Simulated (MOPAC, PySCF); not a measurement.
C3H8Si, SMILES `[SiH3]C1CC1`, neutral singlet in the gas phase. 

Cartesian coordinates (Å):
```xyz
12

Si     1.6650     0.0571     0.0255
C     -0.0635    -0.5877    -0.1410
C     -1.1451     0.3019    -0.7018
C     -1.1554    -0.0445     0.7469
H      2.4121    -0.6510     1.1009
H      2.4288    -0.0904    -1.2437
H      1.5887     1.5041     0.3709
H     -0.1578    -1.6397    -0.3932
H     -1.8885    -0.1564    -1.3422
H     -0.8805     1.3152    -0.9815
H     -0.8979     0.7319     1.4583
H     -1.9059    -0.7405     1.1008
```
Charge 0, spin multiplicity 1.

All levels are single points at this geometry (PBE0-D3(BJ)/def2-TZVP); Pople sets use spherical d functions. Orbital energies aren't observables, and empty levels follow the basis.

HF/6-31G* in PySCF gives HOMO (eV) = -11.16.

### Question
Estimate the HOMO (eV) from each of these levels: PBE-D3(BJ)/def2-TZVP in PySCF; PBE0-D3(BJ)/def2-TZVP in PySCF; PBE/6-31G* in PySCF; AM1 in MOPAC; PM3 in MOPAC.

### Answer

```csv
level,HOMO (eV)
PBE-D3(BJ)/def2-TZVP in PySCF,-7.05
PBE0-D3(BJ)/def2-TZVP in PySCF,-8.31
PBE/6-31G* in PySCF,-6.79
AM1 in MOPAC,-11.06
PM3 in MOPAC,-10.74
```
